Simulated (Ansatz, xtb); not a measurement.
C4H7BO2: which of two isomers lies lower

Structure a is `B[C@@]1(C=O)CCO1`, a singlet and structure b is `BC1(C=O)COC1`, a singlet. Both are isolated molecules in the gas phase, relaxed with r2SCAN-D4/def2-SVP; the shapes shown needn't be the lowest conformers.

a (Å):

```xyz
14

C    -1.5347    1.0541    1.2398
C    -0.0543    1.0019    1.4599
C    -2.0255    0.5613   -0.1747
C    -2.3973    2.0424   -0.3491
B    -2.4674    0.0204    1.9051
O     0.6485    0.0669    1.1617
O    -2.0175    2.3926    0.9905
H    -3.6106    0.3233    2.1344
H    -2.0457   -1.0979    2.0517
H     0.3460    1.9356    1.9421
H    -1.2192    0.1196   -0.7776
H    -2.8870   -0.1377   -0.1763
H    -3.4646    2.2438   -0.5432
H    -1.7853    2.5701   -1.1042
```

b (Å):

```
atom    x (Å)    y (Å)    z (Å)
   C  -0.5015  -0.3076   1.3301
   C   0.8838  -0.2071   1.8626
   C  -1.5734   0.6361   1.8814
   C  -0.8010   0.4422  -0.0389
   B  -0.9207  -1.5880   0.5744
   O   1.1577   0.2581   2.9435
   O  -1.8439   1.1753   0.5647
   H  -2.0860  -1.8830   0.4900
   H  -0.0640  -2.2209   0.0051
   H   1.6771  -0.6178   1.1779
   H  -2.4690   0.1680   2.3205
   H  -1.1703   1.4007   2.5672
   H  -1.1569  -0.1859  -0.8960
   H   0.0519   1.0403  -0.4135
```

Energies in hartree; the thermal terms are from GFN2-xTB frequencies at re-optimised GFN2-xTB minima (ideal gas, soft modes damped towards free rotors, one conformer each, 298.15 K, 1 atm) and include the zero-point energy:

```
                              a           b
E, CCSD(T)/def2-SVP  −330.691627  −330.691200
    E, MP2/def2-SVP  −330.601709  −330.601656
  E, MP2/def2-TZVPP  −331.217753  −331.218727
  zero-point energy     0.103035     0.103197
       H(298 K) − E     0.111746     0.111860
       G(298 K) − E     0.071161     0.071225
```

Correct the CCSD(T) difference for the basis set by the MP2 change, then work out ΔE, ΔE₀, ΔH and ΔG for a → b in kcal/mol (1 Eh = 627.51 kcal/mol) and the equilibrium ratio [b]/[a].

1. Differences b − a: CCSD(T) +0.000427, MP2 in the small set +0.000053, MP2 in the large set −0.000974 Eh.
2. ΔE = +0.000427 + (−0.000974 − (+0.000053)) = −0.000600 Eh = −0.38 kcal/mol.
3. ΔE₀ = ΔE + ΔZPE = −0.000600 + (+0.000162) Eh = −0.27 kcal/mol.
4. ΔH = ΔE + (+0.000114) Eh = −0.30 kcal/mol.
5. ΔG = ΔE + (+0.000064) Eh = −0.34 kcal/mol, so ΔS = (ΔH − ΔG)/T = +0.4 J/(mol K).
6. kT = 0.9442 mEh, so K = [b]/[a] = exp(−ΔG/kT) = exp(+0.57) ≈ 1.8.

The two are too close for this level to say which is favoured. An error of 1 kcal/mol in ΔG would change K by a factor of 5.4. Mirror images and further conformers aren't counted.

As drawn, both hold the same kinds of bond in the same numbers.

Other levels gave ΔE = −0.3 (r2SCAN-D4/def2-SVP); +0.6 (HF/def2-SVP); 0.0 (MP2/def2-SVP); +0.3 (CCSD(T)/def2-SVP) kcal/mol. The correlated steps freeze 7 core orbitals. Programs: Ansatz 0.2.0, xtb 6.7.1.
